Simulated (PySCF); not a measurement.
Au(Cl)(SMe2) cation (C₂H₆AuClS), SMILES C[S](C)->[Au][Cl] (connectivity only; charge and spin as stated), charge +1, multiplicity 2.

Geometry optimised at B3LYP-D3(BJ)/def2-SVP. The multiplicity is an assumed one; other spin states were not compared. The isomer is the one that the SMILES or the coordinates give; other isomers of the formula were not compared. The def2 effective core potentials stand for the cores of Au; spin–orbit coupling is left out.

Method: B3LYP-D3(BJ)/def2-SVP (PySCF).

Frequencies are harmonic and unscaled.

**Question.** Give all harmonic wavenumbers and intensities. (An estimate is asked for; the answer gives what the named calculation found.)

**Answer.** 
```
mode  ν (cm⁻¹)  IR (km/mol)  moving atoms (share of kinetic energy)
----  --------  -----------  --------------------------------------
1           55          1.2         Cl 50 %, Au 22 %, C 19 %, H 9 %
2           65          0.1        Cl 44 %, C 25 %, Au 17 %, H 11 %
3          156         20.6         C 33 %, H 32 %, S 19 %, Au 13 %
4          161          0.2                  H 73 %, C 11 %, S 11 %
5          169          0.7                  H 44 %, C 34 %, S 15 %
6          185          1.5                          H 85 %, C 11 %
7          236         18.2                  S 39 %, C 32 %, H 23 %
8          307          4.7         S 50 %, Cl 17 %, C 17 %, H 14 %
9          341          0.1                Cl 66 %, Au 22 %, S 10 %
10         654          5.0                  C 63 %, S 25 %, H 12 %
11         712          1.0                   C 56 %, S 36 %, H 9 %
12         919          1.5                          H 85 %, C 14 %
13         951          0.5                          H 84 %, C 15 %
14         962         50.8                          H 81 %, C 15 %
15        1050         51.1                          H 73 %, C 21 %
16        1320          0.0                          H 87 %, C 13 %
17        1344         18.6                          H 87 %, C 13 %
18        1419          0.7                                  H 96 %
19        1423         16.5                                  H 95 %
20        1433         44.2                                  H 96 %
21        1437         28.7                                  H 96 %
22        3051         33.6                                  H 98 %
23        3053          6.3                                  H 98 %
24        3172          3.0                          H 90 %, C 10 %
25        3173          0.3                          H 90 %, C 10 %
26        3186         28.0                          H 90 %, C 10 %
27        3187          6.7                          H 90 %, C 10 %
```
